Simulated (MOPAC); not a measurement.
MOPAC input (MNDO):

```
MNDO PRECISE GNORM=0.05 LET XYZ CHARGE=1 GEO-OK AUX(PRECISION=9) THREADS=1
H8N3Si

N    -0.60833500 1    1.53921900 1    0.08614500 1
Si   -0.10075700 1   -0.01909400 1    0.42335000 1
N    -1.01703800 1   -1.20724800 1   -0.34003400 1
N     1.59550500 1   -0.26179200 1   -0.46398600 1
H    -1.11254300 1    1.81004900 1   -0.74442300 1
H    -0.58111700 1    2.27572400 1    0.77473100 1
H     0.35877100 1   -0.16384000 1    1.80914600 1
H    -1.99909200 1   -1.04862700 1   -0.51515400 1
H    -0.81641500 1   -2.19532500 1   -0.29239700 1
H     1.47384300 1   -0.20466600 1   -1.47699600 1
H     2.26055200 1    0.46481700 1   -0.19269400 1
H     2.03566400 1   -1.16207100 1   -0.26399300 1
```

From the output:

```
                                                       MOPAC v23.2.5 Linux

          FINAL HEAT OF FORMATION =         85.77435 KCAL/MOL =     358.87986 KJ/MOL

          COSMO AREA              =        115.69 SQUARE ANGSTROMS
          COSMO VOLUME            =        103.09 CUBIC ANGSTROMS

          GRADIENT NORM           =          0.00901          =       0.00260 PER ATOM
          IONIZATION POTENTIAL    =         14.846971 EV
          HOMO LUMO ENERGIES (EV) =        -14.847 -3.718
          NO. OF FILLED LEVELS    =         13
          MOLECULAR WEIGHT        =         78.1688         POINT GROUP:  Cs

          MOLECULAR DIMENSIONS (Angstroms)

            Atom       Atom       Distance
            H     9    H     6     4.54767
            H    12    H     8     3.68570
            H    10    H     7     3.41092

          SCF CALCULATIONS        =         72

   ATOM   CHEMICAL          X               Y               Z
  NUMBER   SYMBOL      (ANGSTROMS)     (ANGSTROMS)     (ANGSTROMS)

     1       N         -0.57569052  *   1.51249175  *   0.06953900  *
     2      Si         -0.10579310  *  -0.04657015  *   0.47478101  *
     3       N         -1.02105280  *  -1.23272451  *  -0.28089108  *
     4       N          1.57323103  *  -0.19565381  *  -0.49088183  *
     5       H         -1.21922304  *   1.74783231  *  -0.64673949  *
     6       H         -0.40634794  *   2.30233857  *   0.64397549  *
     7       H          0.30387250  *  -0.27741750  *   1.76294317  *
     8       H         -1.67699833  *  -1.07311690  *  -1.00672663  *
     9       H         -1.12873914  *  -2.15143236  *   0.07532475  *
    10       H          1.47431645  *  -0.05368532  *  -1.49243714  *
    11       H          2.26577344  *   0.48115889  *  -0.18407283  *
    12       H          2.00990029  *  -1.10652212  *  -0.38384730  *

                             CARTESIAN COORDINATES

   1    N       -0.575690517     1.512491752     0.069539000
   2   Si       -0.105793105    -0.046570147     0.474781009
   3    N       -1.021052798    -1.232724513    -0.280891077
   4    N        1.573231028    -0.195653806    -0.490881835
   5    H       -1.219223037     1.747832305    -0.646739486
   6    H       -0.406347945     2.302338570     0.643975492
   7    H        0.303872498    -0.277417503     1.762943172
   8    H       -1.676998329    -1.073116897    -1.006726627
   9    H       -1.128739136    -2.151432361     0.075324754
  10    H        1.474316454    -0.053685317    -1.492437142
  11    H        2.265773435     0.481158889    -0.184072825
  12    H        2.009900287    -1.106522119    -0.383847299

           Empirical Formula: H8 N3 Si  =    12 atoms

      MOLECULAR POINT GROUP   :   Cs

                  EIGENVALUES
 -41.55145 -37.95262 -36.13566 -23.68331 -23.65787 -23.35251 -21.86340 -21.51403
 -20.14786 -20.04148 -18.36748 -15.44171 -14.84697  -3.71831  -2.68491  -2.10356
  -1.88055  -1.61903  -0.85415  -0.83976   1.53196   1.66343   2.15982   2.23308

              NET ATOMIC CHARGES AND DIPOLE CONTRIBUTIONS

  ATOM NO.   TYPE          CHARGE      No. of ELECS.   s-Pop       p-Pop
    1          N          -0.725125        5.7251     1.51308     4.21204
    2         Si           1.674197        2.3258     0.93086     1.39494
    3          N          -0.725124        5.7251     1.51308     4.21204
    4          N          -0.256134        5.2561     1.54096     3.71517
    5          H           0.180497        0.8195     0.81950
    6          H           0.180667        0.8193     0.81933
    7          H          -0.231117        1.2311     1.23112
    8          H           0.180497        0.8195     0.81950
    9          H           0.180670        0.8193     0.81933
   10          H           0.182457        0.8175     0.81754
   11          H           0.179266        0.8207     0.82073
   12          H           0.179247        0.8208     0.82075
 DIPOLE           X         Y         Z       TOTAL
 POINT-CHG.     3.670    -0.654     0.456     3.756
 HYBRID        -0.170     0.147    -0.933     0.959
 SUM            3.501    -0.507    -0.477     3.569

          ATOMIC ORBITAL ELECTRON POPULATIONS

     Atom    s        px        py        pz
    1  N   1.51308   1.62006   1.21260   1.37938
    2 Si   0.93086   0.43436   0.47711   0.48347
    3  N   1.51308   1.55210   1.21369   1.44625
    4  N   1.54096   1.36454   1.13574   1.21489
    5  H   0.81950
    6  H   0.81933
    7  H   1.23112
    8  H   0.81950
    9  H   0.81933
   10  H   0.81754
   11  H   0.82073
   12  H   0.82075

 **********************
 *                    *
 * JOB ENDED NORMALLY *
 *                    *
 **********************

 == MOPAC DONE ==
```

The dipole moment of an ion depends on the origin.

The geometry given is a B3LYP-D3(BJ)/def2-TZVP minimum.
